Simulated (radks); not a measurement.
Problem. Be IV, configuration 1s0.5 2s0.5 (fractional occupations, a model configuration). All-electron calculation, scalar-relativistic Kohn-Sham, r2SCAN, spin-polarised, spherical densities, finite nucleus; open shells are filled with parallel spins first; meta-GGA in the generalised Kohn-Sham scheme; Fermi nuclear charge, rms radius 2.519 fm. Program: a radial shooting solver on a logarithmic mesh with Libxc functionals. Some entries of the table are withheld. Estimate them.

| orbital | occ. | eigenvalue (Ry) | <1/r> (bohr^-1) | <r^2> (bohr^2) |
|---|---|---|---|---|
| 1s up | 0.5 | -15.39479 | 4.091 | (1) |
| 2s up | 0.5 | -3.33919 | (2) | 2.831 |
| 2p up | 0 | -3.12071 | 0.9165 | 2.249 |

Solution. 
(1) 1s up <r^2> (bohr^2): 0.1794
(2) 2s up <1/r> (bohr^-1): 0.9330
